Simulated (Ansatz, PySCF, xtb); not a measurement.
Two conformers of C2H6GeO (SMILES C[O][Ge][CH3]), B3LYP-D3(BJ)/def2-TZVP minima.
Conformer 1 (charge 0, multiplicity 1, Z-matrix in Å and degrees):
```
O
C 1 1.4160
H 2 1.0931 1 109.45
H 2 1.0932 3 108.33 1 -119.33
H 2 1.0966 3 108.50 4 -117.59
Ge 1 1.8042 2 122.18 3 121.14
C 6 2.0018 1 93.66 2 178.89
H 7 1.0909 6 111.93 1 168.13
H 7 1.0919 8 109.89 6 122.60
H 7 1.0946 8 108.60 9 117.56
```
Conformer 2 (charge 0, multiplicity 1, Z-matrix in Å and degrees):
```
O
C 1 1.4144
H 2 1.0926 1 112.84
H 2 1.0932 3 108.61 1 121.16
H 2 1.0934 3 108.59 4 117.47
Ge 1 1.7970 2 130.72 3 -3.02
C 6 2.0228 1 100.79 2 0.07
H 7 1.0914 6 109.30 1 -179.68
H 7 1.0938 8 108.46 6 -121.60
H 7 1.0939 8 108.41 9 -116.85
```

No zero-point or thermal terms.

Rows in STO-3G carry no dispersion term and start afresh at each structure; the Pople sets are all-electron and without relativity.

Programs: Ansatz (Gaussian basis) for Hartree–Fock, density functionals and correlated methods; PySCF for STO-3G rows, the dispersion terms; xtb for the GFN methods. 

Problem. One of these levels gives 53.7 meV for the electronic energy of conformer 2 less that of conformer 1. Which one is it?
(A) PBE-D4/def2-TZVPP
(B) HF/STO-3G
(C) GFN1-xTB
(D) HF/cc-pVDZ

Solution. A, PBE-D4/def2-TZVPP. The others give -48.6 (GFN1-xTB), 168.1 (HF/STO-3G), 73.2 (HF/cc-pVDZ)

Ansatz is a program for electronic structure.
